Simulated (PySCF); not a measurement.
Some computed properties have been withheld. Give your best values.

Species: C3H6N2Si.
InChI=1S/C3H6N2Si/c6-5-2-1-4-3-5/h1-3H,6H3

| property | level | value |
| --- | --- | --- |
| point group of the GFN2-xTB geometry | GFN2-xTB | Cs |
| rotational constants A, B, C of the GFN2-xTB geometry | GFN2-xTB | ? |
| dipole moment | CAM-B3LYP/def2-SVPD | 3.69 D |
| HOMO energy | CAM-B3LYP/def2-SVPD | -8.09 eV |
| LUMO energy | CAM-B3LYP/def2-SVPD | 0.80 eV |
| lowest singlet excitation | TDDFT CAM-B3LYP/def2-SVPD | 6.16 eV (201 nm, f = 0.002) |
| strongest line among the 8 lowest singlet transitions | TDDFT CAM-B3LYP/def2-SVPD | ? |
| lowest triplet excitation (Tamm–Dancoff) | TDA CAM-B3LYP/def2-SVPD | 4.46 eV |
| static isotropic polarisability | CAM-B3LYP/def2-SVPD | 70.7 au |
| electronic spatial extent ⟨r²⟩ about the centre of nuclear charge | CAM-B3LYP/def2-SVPD | ? |
| 13C chemical shifts (computed TMS as zero) by class | GIAO PBE0/pcSseg-1 | 144.8 (1 C), 139.6 (1 C), 124.1 (1 C) ppm |
| 1H chemical shifts (computed TMS as zero) by class | GIAO PBE0/pcSseg-1 | ? |
| isotropic shieldings of nuclei other than C and H, by class | GIAO PBE0/pcSseg-1 | -43 (1 N), 95 (1 N), 404 (1 Si) ppm |

Electronic properties: PySCF, gas phase, density fitting.

What are the rotational constants A, B, C of the GFN2-xTB geometry?

8.933, 2.118, 1.747 GHz.

The electronic spatial extent ⟨r²⟩ about the centre of nuclear charge?

694 bohr².

The 1H chemical shifts (computed TMS as zero) by class?

7.52 (1 H), 7.26 (1 H), 6.97 (1 H), 5.11 (3 H) ppm.

Give the strongest line among the 8 lowest singlet transitions.

S2 at 6.50 eV (191 nm, f = 0.132).

In wavenumbers S1 is 49700 cm⁻¹ (1 eV = 8065.54 cm⁻¹). The polarisability is 10.47 Å³ as a volume (1 au = 0.148185 Å³), or 1.36 au for each of the 52 electrons. The rotational constants make it an asymmetric top with κ = (2B − A − C)/(A − C) = -0.90, nearer the prolate limit (−1).

For the TDDFT job (CAM-B3LYP/def2-SVPD), the run took 34 s wall on one thread of an Arm Neoverse N1, on a shared host.
